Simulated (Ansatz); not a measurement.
Compare A (`C[CH2][Al@-]1([Cl])[NH2+][Al@-]([Cl])([CH2]C)[NH2+]1`) with its isomer B (`C[N+]1(C)[Al@H-]([Cl])[N+](C)(C)[Al@@H-]1[Cl]`).

Program: Ansatz. Geometries: PBE0-D4/def2-TZVP. ΔE: electronic, gas phase. CBS: MP2 limit from def2 TZ/QZ plus the TZ coupled-cluster correction, frozen cores. DFT in def2-TZVPP. B3LYP here is the variant with VWN-RPA as its local correlation; programs differ in this. Each species was taken in one conformer, which may not be the lowest.

Q: Which isomer does CCSD(T)/CBS put lower? Give the gap. (Best estimate.)

A: Computed: A, by 49.2 kcal/mol.

Q: Give E(B) − E(A) in kcal/mol with B3LYP, BLYP-D4, ωB97M-V, HF/def2-TZVPP, B3LYP-D4, CCSD/def2-TZVPP, CCSD(T)/def2-TZVPP. (Estimate.)

A: Ansatz gave: B3LYP 53.2, BLYP-D4 46.2, ωB97M-V 49.2, HF/def2-TZVPP 50.9, B3LYP-D4 47.7, CCSD/def2-TZVPP 48.8, CCSD(T)/def2-TZVPP 47.9. None reverses the order clearly.

Largest T1 diagnostic: 0.009.

The D4 term adds −5.5 kcal/mol with B3LYP and −2.9 kcal/mol with PBE0; it sums over pairs of atoms, weighted by their polarisabilities, and B3LYP, whose exchange is more repulsive, gets the larger term. In def2-TZVPP, CCSD(T) changes the Hartree–Fock value by −3.0 kcal/mol (the triples alone add −1.0 kcal/mol) and MP2 by −1.8 kcal/mol.
